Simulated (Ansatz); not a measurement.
Saddle point of SiH2Cl3OF, closed shell (SiHCl₃O ([OH][Si]([Cl])([Cl])[Cl]) + HF → SiCl₃F ([F][Si]([Cl])([Cl])[Cl]) + H₂O; bonds formed: Si1–F7, O2–H6; bonds broken: Si1–O2, H6–F7), PBE0-D4/def2-TZVP structure:

Si1  (-0.444, -0.214, -0.260)
O2  (0.650, 0.470, 0.940)
Cl3  (0.238, -1.630, -1.557)
Cl4  (-1.347, -1.468, 1.152)
Cl5  (-2.022, 0.930, -0.815)
H6  (1.143, 0.973, 0.030)
F7  (0.740, 1.035, -1.102)
H8  (1.043, -0.096, 1.612)
(Å)

Energies are electronic, without zero-point energy. Barriers and step energies count from the start structure reached by relaxing down the imaginary mode; all methods use the PBE0-D4 structures, on which another method's saddle can fall below an end. Ansatz 0.2.0; basis: def2-TZVPP, with def2-QZVPP for the basis limit; cores frozen in the correlated methods. B3LYP uses VWN-RPA correlation. Extrapolation: Hartree–Fock as exp(−7.88 √X), correlation as X^−2.97.

| method | barrier (kcal/mol) | step energy (kcal/mol) |
| --- | --- | --- |
| SPW92 | 12.49 | -2.23 |
| PBE-D4 | ? | -4.21 |
| BLYP-D4 | 26.08 | -4.94 |
| r2SCAN-D4 | 22.92 | -5.41 |
| B97M-V | 26.47 | -6.49 |
| PBE0-D4 | 24.83 | -4.02 |
| B3LYP-D4 | 27.63 | -4.77 |
| r2SCAN0-D4 | 25.16 | -4.85 |
| BHLYP-D4 | ? | -4.94 |
| CAM-B3LYP-D4 | 26.08 | -4.72 |
| wB97X-V | 25.33 | -5.33 |
| wB97M-V | 24.34 | -5.39 |
| B2PLYP | 28.01 | -4.56 |
| PBE-QIDH | 26.51 | -3.81 |
| RPA on PBE | ? | -5.27 |
| HF | 40.81 | -5.96 |
| MP2 | 27.09 | -3.94 |
| CCSD | 30.22 | -4.81 |
| CCSD(T) | 28.15 | -4.54 |

(1) Fill in the withheld barriers. (Judge from chemistry; the value comes from the calculation.)

T1 diagnostic: at most 0.011.

Results:

(1) Computed: RPA on PBE 27.78; PBE-D4 21.94; BHLYP-D4 30.51 kcal/mol. Each is the energy of the saddle less that of the start structure, by the same method.

For comparison, the barrier by CCSD(T) at an estimated basis limit (MP2 extrapolated from triple and quadruple zeta, plus CCSD(T) − MP2 in triple zeta) is 27.68 kcal/mol.

Steps of this kind, hydrogen fluoride cutting a network bond, underlie vapour etching and the fluorination step of atomic layer etching.

Labels in which every atom is bracketed show which atoms are joined, not bond orders.

For scale, one of the runs: CCSD(T)/def2-TZVPP, 258 basis functions, launched by `ansatz run in.yaml --threads 8 --pin off --events-out ev --progress --plain --max-ram 19148MiB`. Hardware: 8 CPU threads of an Intel Xeon, shared host. Wall time 2.4 min; peak host memory 5.7 GiB.
